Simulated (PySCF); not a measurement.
C₆ coefficients of unlike pairs at UHF

Calculated with PySCF 2.14 from the dipole response of each species, C₆(A,B) = (3/π) ∫ α_A(iu) α_B(iu) du, in atomic units, from isotropic polarisabilities. For ions this is the dispersion term alone; charge-induced terms of lower order in 1/R come first.

```json
{"species": "Ga(3+)", "configuration": "[Ar] 3d10 (1S)", "basis": "def2-TZVPPD (7s5p5d1f)", "relativity": "none", "α (bohr³)": "0.8121", "C₆ (like pair)": "0.8448"}
{"species": "Co(2+)", "configuration": "[Ar] 3d7 (4F)", "basis": "def2-TZVPPD (6s6p4d2f1g)", "relativity": "none", "α (bohr³)": "2.318", "C₆ (like pair)": "5.673"}
{"species": "Zr", "configuration": "[Kr] 4d2 5s2 (3F)", "basis": "aug-cc-pVTZ-PP with ECP28MDF (6s6p5d3f2g)", "relativity": "core potential", "α (bohr³)": "194.3", "C₆ (like pair)": "2514"}
{"species": "C+", "configuration": "[He] 2s2 2p1 (2P)", "basis": "aug-cc-pVTZ-DK (5s4p3d2f)", "relativity": "spin-free X2C", "α (bohr³)": "6.294", "C₆ (like pair)": "14.98"}
```

Question: Estimate C₆ for C+ with Ga(3+).

Answer: The integral gives 3.082. The combination rule 2 C_A C_B / (C_A α_B/α_A + C_B α_A/α_B) gives 2.984 and the geometric mean 3.557.

No spin-orbit coupling is included.

The other pairs:

```csv
pair,C₆
"Zr, Ga(3+)",26.16
"Zr, Co(2+)",71.03
"C+, Co(2+)",8.036
"C+, Zr",160.3
"Co(2+), Ga(3+)",2.179
```
